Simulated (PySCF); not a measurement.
# KP⁺ at UHF-MP2

Level: UHF-MP2. K aug-pcseg-1, P aug-pcseg-1; no relativity (PySCF 2.14).

For KP⁺, the state is ⁴Σ⁻ (quartet), unpaired electrons σ ↑, π ↑↑ and the bond length is 6.924 bohr. The harmonic wavenumber is 74.8 cm⁻¹. The force constant is 0.0568 mdyn/Å and the rotational constant Be is 0.07276 cm⁻¹. The anharmonicity ωexe is 1.19 cm⁻¹ and the vibration–rotation constant αe is 0.00134 cm⁻¹. The well depth De to K⁺ + P is 3.6 kcal/mol and the dissociation energy D0 is 3.5 kcal/mol.

Correlated steps freeze 10 core orbitals. The bond is weak. Basis-set superposition, not corrected here, can be much of De in a small basis, most of all at correlated wavefunction levels. For an ion De counts to the pair picked by the measured ionisation energies or electron affinities, which need not be the lowest pair at this level. The state was picked by a PBE0 search and need not be the measured ground state.
